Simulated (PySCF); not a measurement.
Positional isomers: butadiene silyl. All species are isolated molecules in the gas phase. One relaxed conformer stands for each flexible species; it need not be the lowest. Strings in code marks are SMILES.

Method: PBE-D3(BJ)/def2-TZVP (PySCF). All candidates: neutral, multiplicity 1. Delta-SCF ions had no search for a lower state. Excitations are Tamm–Dancoff values on a coarser integration grid. The basis has no diffuse functions, so Rydberg states are missing or too high.

- S1 excitation (TDA) = 5.39 eV
- vertical ionisation energy (Delta-SCF) = 8.75 eV
- HOMO–LUMO gap = 3.63 eV

**Question.** Name which member has these values.
(A) `C=CC(=C)[SiH3]` (C–C–C–Si torsion 0°)
(B) `C=C/C=C/[SiH3]` (C–C–C–C torsion 180°)
(C) `C=C/C=C\[SiH3]` (C–C–C–C torsion 180°)

**Answer.** C, `C=C/C=C\[SiH3]` (C–C–C–C torsion 180°). The others give `C=C/C=C/[SiH3]` (C–C–C–C torsion 180°): 5.60 eV, 8.70 eV, 3.72 eV; `C=CC(=C)[SiH3]` (C–C–C–Si torsion 0°): 5.52 eV, 8.88 eV, 3.90 eV
